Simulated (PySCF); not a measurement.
An unknown shows these calculated signals:

1H NMR (400 MHz, computed): δ 7.20 (m, 1H), 6.96 (m, 1H), 6.88 (m, 1H).

13C{1H} NMR (computed): δ 165.3 (C, dd, J = 315.5, 4.8 Hz), 158.4 (C, ddd, J = 319.5, 11.8, 7.7 Hz), 154.3 (C, dd, J = 312.8, 10.1 Hz), 123.0 (CH, dd, J = 16.8, 6.5 Hz), 115.3 (CH, dd, J = 21.0, 2.6 Hz), 110.6 (CH, dd, J = 24.3, 17.6 Hz).

[PySCF: structure optimised with PBE0-D3(BJ)/def2-SVP; B3LYP/pcJ-1 coupling constants (spin–dipole term only in couplings to heteroatoms); shielding tensors at PBE0/pcSseg-1 (GIAO); gas phase; non-relativistic; one conformer]

Referencing at the same level of theory: TMS for 1H and 13C.

Q: Which of these does the molecule contain: a tert-butyl group, a benzene ring, an OH group, a vinyl group CH=CH2?

A: 
- A tert-butyl group: no.
- A benzene ring: yes.
- An OH group: no.
- A vinyl group CH=CH2: no.

The data belong to 1,2,4-trifluorobenzene (F-1) (SMILES c1cc(F)cc(F)c1F); they needn't prove each group on their own.

Carbon signals by region: 1 in the far downfield region (above 160 ppm), 5 in the sp2 and nitrile region (100–160 ppm). Above 160 ppm: 165.3, aromatic carbon bearing fluorine.

C–F couplings over four or more bonds (about 3 Hz to the para carbon of a fluoroarene) are left out. Common functionals overestimate the size of one-bond C–F couplings by tens of Hz; these are unscaled. Multiplet labels drop couplings under 1 Hz and merge nearly equal ones. Unscaled 3J(H,H) at this level run about 10 % above measured values. Shifts are as computed. Against solution values, carbons near 30 ppm lie about +2 ppm off and those near 130 ppm about +5 ppm. Of 1211 compounds with measured shifts, 218 miss one by over three times the rms of a fit or turn the order of signals round; such compounds aren't used in these exercises.
